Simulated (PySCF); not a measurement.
```xyz
3
charge 0 multiplicity 1, angstrom
Ge    0.0000    0.0000    0.2392
N     0.0000    0.0000   -1.3890
H     0.0000    0.0000    1.7590
```

These are results of PBE0 in PySCF with Ge def2-TZVP, N def2-TZVP, H def2-TZVP; no relativity; density-fitted integrals, not measurements.

This geometry of HGeN is a stationary point at this level.

Question: What is the point group?

Answer: C∞v.

Question: Is it a minimum?

Answer: Yes: all harmonic wavenumbers are real.

Question: List the harmonic modes with their infrared intensities.

Answer: 
```csv
symmetry,ω (cm⁻¹),"IR (km/mol, summed over degenerate members)"
π,353,14.7
σ+,1077,0.1
σ+,2167,24.5
```

Question: Give the ideal-gas entropy at 298.15 K and 1 bar by parts.

Answer: translation 164.8, rotation 58.6, vibration 9.9, spin 0.0; total 233.4 J/(mol K).

In C∞v the vibrations span π + 2σ+.

Only a few start shapes were tried, so a lower isomer may exist.
